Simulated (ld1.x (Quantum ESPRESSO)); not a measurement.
What one change does to a pseudopotential (Ru, TM)

* Element: Ru
* Generator: ld1.x (Quantum ESPRESSO) 7.5
* Type: norm-conserving Troullier–Martins (Kleinman–Bylander form)
* Functional: LDA (PZ)
* Relativity: scalar-relativistic
* Frozen core: [Kr]
* Valence charge: 8
* Reference configuration: 4d7 5s0 5p1
* Partial waves: 5s (bound, empty): rc 2.80 bohr; 5p (bound): rc 3.05 bohr; 4d (bound): rc 2.00 bohr
* Local potential: all-electron potential smoothed inside 1.75 bohr (lloc = -1)
* Core correction: none

Change: all radii scaled by about 0.84 (s 2.36, p 2.56, d 1.68 bohr); local potential all-electron potential smoothed inside 1.46 bohr (lloc = -1).

Cutoffs: the cutoffs (Ry, on a coarse ladder) from which the occupation-weighted sum of valence levels, in a spherical-Bessel basis at the reference potential, stays within 10 and 1 mRy of its value at 400 Ry; they do not see the model core or the augmentation charge, which bear on the density cutoff. Errors are all-electron minus pseudo energies relative to the spin-unpolarised reference configuration.

Q: How do hardness, ghosts and transferability respond?

A: The potential gets harder (45 Ry and 50 Ry → 50 Ry and 60 Ry); the bound ghosts move from s to p, s; the number of tests that count goes from 8 to 9; of the 8 tests that both files solve, the error grows in 0 and shrinks in 3 by more than 15 % and 0.3 meV (median size 17.2 → 13.4 meV). A smaller radius makes the pseudo-wave follow the all-electron one further in, where it bends more sharply, so more plane waves are needed. Less of the atom is replaced, so other configurations are described better.

```tsv
quantity	base	changed
cutoff, loose	45 Ry	50 Ry
cutoff, tight	50 Ry	60 Ry
bound ghosts	s	s, p
tests counted (converged, no solver errors)	8 of 9	9 of 9
error for 4d7 5s1 5p0, meV [ΔE -3.58 eV]	+2.0	+2.1
error for 4d7 5s0 5p0, meV [ΔE 4.03 eV]	-2.7	-2.3
error for 4d6 5s0 5p0, meV [ΔE 22.47 eV]	+9.6	+7.1
error for 4d5 5s0 5p0, meV [ΔE 53.31 eV]	-64	-70
error for 4d7.5 5s0.5 5p0, meV [ΔE -3.87 eV]	-5.3	-1.8
error for 4d8 5s0 5p0, meV [ΔE -3.85 eV]	-25	-20
error for 4d7 5s0 5p1 (spin-polarised), meV [ΔE -1.48 eV]	+1011	+1010
error for 4d7 5s1 5p0 (spin-polarised), meV [ΔE -5.23 eV]	+1045	+1047
```

Base: Tests not counted: 4d6 5s1 5p1 (solver errors, printed error -2.4 eV). A true bound ghost makes a file unfit for plane-wave use even where its test errors are small: the radial tests pick states by their node count and pass the ghost by. Where a test does run into it, the solver fails or the error is huge.
